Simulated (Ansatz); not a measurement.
Calculated with Ansatz (gas phase, PBE0-D4/def2-TZVP geometries, no zero-point term in ΔE). CCSD(T)/CBS adds triple-zeta CCSD(T) − MP2 to the extrapolated MP2 energy (def2 sets, frozen cores). For Mg, Sc outer-core shells are correlated without core-valence functions, which leaves a few kJ/mol of doubt a bond. Scalar relativity is left out up to krypton. Each species was taken in one conformer, which may not be the lowest.

Consider the redistribution: `[NH2][Sc]([NH2])[Cl]` + `C[O][Mg][OH]` → `[NH2][Sc]([OH])[Cl]` + `C[O][Mg][NH2]`.

| species | CCSD(T)/CBS(def2) energy (Eh) |
| --- | --- |
| `[NH2][Sc]([NH2])[Cl]` | -1331.93368 |
| `C[O][Mg][OH]` | -390.77688 |
| `[NH2][Sc]([OH])[Cl]` | -1351.83246 |
| `C[O][Mg][NH2]` | -370.88299 |

(1) Work out ΔE.

Largest T1 diagnostic among the species: 0.015.

Answers

(1) ΔE = (-1351.83246) + (-370.88299) − (-1331.93368) − (-390.77688) = -0.00489 Eh = -0.13 eV.

At CCSD(T), def2-SVP lies −0.08 eV from the extrapolated value and def2-TZVPP −0.03 eV. Leaving LDA and LC-ωPBE aside and taking each functional with its dispersion term where it has one, the values, not all of them listed here, spread over 0.03 eV, from ωB97X-V to r2SCANh-D4. LDA lies −0.04 eV from PBE without D4.
